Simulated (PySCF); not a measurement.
SMILES C(c1ncccc1)=Cc1sccc1 (C11H9NS) (GFN2-xTB optimised geometry):

```
22

C      0.135    -0.578     0.000
C     -0.576     0.562     0.000
C     -2.000     0.641     0.000
C     -2.771     1.777     0.000
C     -4.153     1.516     0.000
C     -4.433     0.185     0.000
S     -3.013    -0.779     0.000
C      1.582    -0.612     0.000
C      2.263    -1.836     0.000
C      3.645    -1.836     0.000
C      4.314    -0.620     0.000
C      3.552     0.540     0.000
N      2.236     0.553     0.000
H     -0.371    -1.535     0.000
H     -0.043     1.503     0.000
H     -2.350     2.767     0.000
H     -4.908     2.282     0.000
H     -5.392    -0.294     0.000
H      1.708    -2.762     0.000
H      4.194    -2.767     0.000
H      5.392    -0.574     0.000
H      4.025     1.515     0.000
```

Method: PySCF 2.14.0 with PBE0/def2-SVP.

What are the frontier orbital energies and the dipole moment?

HOMO-2 -7.34 eV, HOMO-1 -7.27 eV, HOMO -5.90 eV, LUMO -1.75 eV, LUMO+1 -0.49 eV; dipole moment 0.88 D.

Meta-Löwdin charges at PBE0/def2-SVP: C1 -0.13, C2 -0.08, C3 -0.10, C4 -0.13, C5 -0.13, C6 -0.23, S7 0.24, C8 0.12, C9 -0.14, C10 -0.08, C11 -0.14, C12 0.02, N13 -0.27, H14 0.10, H15 0.13, H16 0.12, H17 0.12, H18 0.13, H19 0.11, H20 0.11, H21 0.11, H22 0.11.
